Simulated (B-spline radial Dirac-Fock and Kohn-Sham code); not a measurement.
## Dipole and non-dipole photoemission parameters of P 2s

System: the P atom, configuration 1s2 2s2 2p6 3s2 3p3; threshold 189.0 eV (tabulated edge). Level of theory: Dirac-Hartree-Slater photoionisation with a Latter tail; cross sections with all multipoles, angular parameters from the dipole term and its interference with E2; an atomic code on a B-spline grid.

The run's input, task.json:

```json
{"items": [{
  "Z": 15,
  "q": 0,
  "cfg": [[1, 0, 2], [2, 0, 2], [2, 1, 6], [3, 0, 2], [3, 1, 3]],
  "A": 31,
  "rrms": 3.1889,
  "do": "xps",
  "hv": [60.4, 77.6, 100, 130.0, 143.0, 150, 159.0, 172.0, 179.0, 211.0, 241.0, 300, 400, 543.0, 548.0, 612.0, 800, 842.0, 1000, 1240.0, 1310.0, 1486.9, 2984.4, 3030.0, 6010.0, 6350.0, 6870.0, 7750.0, 10900.0, 11700.0],
  "edges": {"K": 2145.5, "L1": 189.0, "L2": 136.0, "L3": 135.0}
}]}
```

Command: `python xray2_run.py task.json out`

For linearly polarised light dσ/dΩ = σ/(4π) [1 + β P₂(cos θ) + (δ + γ cos²θ) sin θ cos φ], with θ from the polarisation vector and φ the angle between the beam and the projection of the electron momentum on the plane normal to the polarisation.

| hν (eV) | σ (kb) | β | γ |
| --- | --- | --- | --- |
| 211 | 418 | 2.000 | 0.406 |
| 241 | 381 | 2.000 | 0.284 |
| 300 | 296 | 2.000 | 0.089 |
| 400 | 197 | 2.000 | -0.027 |
| 543 | 120 | 2.000 | -0.036 |
| 548 | 118 | 2.000 | -0.035 |
| 612 | 96.8 | 2.000 | -0.018 |
| 800 | 58.6 | 2.000 | 0.053 |
| 842 | 53.0 | 2.000 | 0.070 |
| 1000 | 37.6 | 2.000 | 0.138 |
| 1240 | 23.9 | 2.000 | 0.239 |
| 1310 | 21.3 | 2.000 | 0.267 |
| 1486.9 | 16.1 | 2.000 | 0.335 |
| 2984.4 | 3.15 | 2.000 | 0.809 |
| 3030 | 3.04 | 2.000 | 0.821 |
| 6010 | 0.514 | 2.000 | 1.456 |
| 6350 | 0.443 | 2.000 | 1.515 |
| 6870 | ? | ? | ? |
| 7750 | 0.256 | 2.000 | 1.740 |
| 10900 | 0.0981 | 2.000 | 2.171 |
| 11700 | 0.0801 | 2.000 | 2.268 |

Question: Give the values at 6870 eV.

Answer: σ = 0.357 kb, β = 2.000, γ = 1.601. For an s subshell δ is negligible.

Values without a named source are computed, but for edge energies of neutral atoms, which are taken from tables.
